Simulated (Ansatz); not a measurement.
Relaxation of CH₄BFSe (8 atoms, charge 0, multiplicity 1), to a largest force component of 0.015 eV/Å in at most 40 steps.

Computed with RHF/def2-SVP in Ansatz 0.2.0.

```xyz
8
Properties=species:S:1:pos:R:3
C -0.551 0.964 -0.441
Se -0.260 0.353 1.348
B 0.820 1.996 1.726
F 0.097 3.252 2.270
H -1.224 0.272 -1.025
H -1.140 1.992 -0.394
H 0.386 1.164 -0.986
H 1.939 2.048 1.580
```

Where does it end, and by what steps?

The run converged. After 14 steps the energy has fallen by 1.741 eV; F4 moved furthest, 1.40 Å.

```tsv
step	energy less start (eV)	largest force component (eV/Å)	accepted
0	0.0000	4.682	yes
1	-0.7269	3.929	yes
2	-0.9598	3.345	yes
3	-1.2325	0.527	yes
4	-1.3214	0.328	yes
5	-1.4059	0.662	yes
6	-1.4967	0.978	yes
7	-1.6298	0.597	yes
8	-1.7035	0.519	yes
9	-1.6634	1.340	no
10	-1.7368	0.162	yes
11	-1.7374	0.559	yes
12	-1.7412	0.043	yes
13	-1.7408	0.087	no
14	-1.7414	0.004	yes
```

```xyz
8
Properties=species:S:1:pos:R:3
C -0.531 0.954 -0.571
Se -0.741 0.931 1.374
B 0.658 2.177 1.868
F 0.838 2.450 3.140
H -1.171 0.169 -0.966
H -0.845 1.912 -0.975
H 0.500 0.748 -0.843
H 1.360 2.699 1.052
```

Whether the end is a true minimum wasn't checked by a vibrational analysis.

Time of the run: 48 s on 1 thread of Intel(R) Xeon(R) Processor @ 2.70GHz (shared host), peak memory 0.2 GiB.
